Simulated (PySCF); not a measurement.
Working out the ionisation energy of Yb⁺

Yb⁺ [Xe] 4f14 6s1 (2S) → Yb²⁺ [Xe] 4f14 (1S). All numbers are calculated (PySCF 2.14, the spin-free X2C one-electron Hamiltonian (Gaussian nucleus), in x2c-TZVPPall). Frozen: [Ar] 3d10. Energies in hartree (1 hartree = 27.21139 eV):

| part | Yb⁺ (lower) | Yb²⁺ (upper) |
| --- | --- | --- |
| UHF | -14054.414274 | -14054.000596 |
| MP2 opposite-spin | -1.148579 | -1.129277 |
| MP2 same-spin | -0.728178 | -0.712650 |

Question: What does Hartree-Fock give?

Answer: (-14054.000596) − (-14054.414274) = 0.413678 hartree = 11.257 eV.

Question: What do MP2 and SCS-MP2 (6/5 opposite-spin, 1/3 same-spin) give?

Answer: The opposite-spin parts differ by 0.525 eV and the same-spin parts by 0.423 eV. MP2: 11.257 + (0.525) + (0.423) = 12.205 eV. SCS-MP2: 11.257 + 1.2 × (0.525) + (0.423)/3 = 12.028 eV.

Measured between the centres of the two terms (NIST): 12.179 eV, so MP2 (valence and next inner shell) is off by 0.026 eV.

What remains against the reference includes basis incompleteness, the frozen core and correlation beyond second order.
